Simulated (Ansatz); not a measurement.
CH7FSi2, SMILES `C[SiH](F)[SiH3]`. Total charge 0; spin multiplicity 1. The structure was optimised at the PBE0-D4/def2-TZVP level.

```xyz
11

C     0.560   -1.223   -1.094
Si    0.085   -0.592    0.590
F     1.365   -0.699    1.561
Si   -0.625    1.643    0.542
H     1.351   -0.615   -1.538
H    -0.305   -1.197   -1.762
H     0.912   -2.256   -1.033
H    -0.975   -1.457    1.180
H     0.437    2.520   -0.024
H    -0.975    2.128    1.903
H    -1.832    1.749   -0.325
```

Question: What is the dipole moment at ωB97M-V/def2-TZVPP? (An estimate is asked.)

Answer: Computed: 1.58 D, with components (-0.64, -0.28, -1.41) D in this frame, pointing from negative to positive charge.

Question: And with PBE, r2SCAN, B3LYP? (Best estimate.)

Answer: Ansatz gave: PBE 1.56 D, r2SCAN 1.59 D, B3LYP 1.59 D.

Question: Give the Mulliken charges with ωB97M-V, PBE, B3LYP in def2-TZVPP. (An estimate is asked.)

Answer: Computed: 
| atom | ωB97M-V | PBE | B3LYP |
| --- | --- | --- | --- |
| C1 | -0.45 | -0.38 | -0.39 |
| Si2 | 0.51 | 0.50 | 0.57 |
| F3 | -0.32 | -0.29 | -0.34 |
| Si4 | 0.01 | 0.05 | 0.11 |
| H5 | 0.13 | 0.11 | 0.11 |
| H6 | 0.12 | 0.11 | 0.11 |
| H7 | 0.13 | 0.11 | 0.11 |
| H8 | -0.06 | -0.10 | -0.11 |
| H9 | -0.02 | -0.04 | -0.06 |
| H10 | -0.01 | -0.04 | -0.05 |
| H11 | -0.02 | -0.04 | -0.06 |

B3LYP here is the variant with VWN-RPA as its local correlation; programs differ in this.
